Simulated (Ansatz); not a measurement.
CF2 (SMILES F[C]F) moved off its minimum; all values from Ansatz (an electronic-structure program), cores frozen in correlated methods. Open shells are unrestricted.
(charge 0, multiplicity 3)
```xyz
3

F     -1.1349    -0.2480     0.1811
C     -0.0506     0.5049     0.0778
F      1.2693    -0.2106     0.0299
```

Forces at B3LYP/def2-TZVPP (eV/Å):

```
atom      Fx      Fy      Fz
----  ------  ------  ------
F1     0.877   0.740  -0.090
C2     2.679  -2.776  -0.034
F3    -3.557   2.036   0.124
```

Problem. Give the forces (eV/Å), the total energy and the dipole at CCSD(T)/aug-cc-pVTZ.

Solution. 
```json
[
 {"atom": "F1", "Fx": "0.842", "Fy": "0.669", "Fz": "-0.084"},
 {"atom": "C2", "Fx": "2.875", "Fy": "-2.753", "Fz": "-0.047"},
 {"atom": "F3", "Fx": "-3.716", "Fy": "2.084", "Fz": "0.132"}
]
```
Energy -237.3306 hartree, dipole 1.06 D.
